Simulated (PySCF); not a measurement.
C₄H₁₀BN, SMILES C=CB(C)NC. Geometry: B3LYP-D3(BJ)/def2-SVP. The structure was generated by enumeration, and PubChem lists no compound with its InChIKey, so it may never have been made. One conformer was computed; it need not be the lowest.

Question: Give the equilibrium geometry at B3LYP-D3(BJ)/def2-SVP (PySCF confirms it by a frequency run) as Cartesian coordinates in Å. (The exact figures need the calculation; the answer reports its results.)

Answer: Several could match; the one computed here: 
```xyz
16

C     -1.6910    -1.0725     0.8321
C     -1.1327     0.1472     0.7851
B     -0.0058     0.6211    -0.2070
C     -0.1724     2.0227    -0.9334
N      1.1391    -0.1501    -0.4630
C      1.5614    -1.4113     0.1132
H     -1.3497    -1.8897     0.1864
H     -2.5305    -1.3107     1.4954
H     -1.5727     0.9123     1.4422
H     -0.2559     2.8317    -0.1852
H      0.6563     2.2805    -1.6141
H     -1.1110     2.0540    -1.5142
H      1.7958     0.2172    -1.1454
H      0.9590    -1.6383     1.0023
H      1.4510    -2.2547    -0.5932
H      2.6210    -1.3731     0.4194
```
Charge 0, spin multiplicity 1.
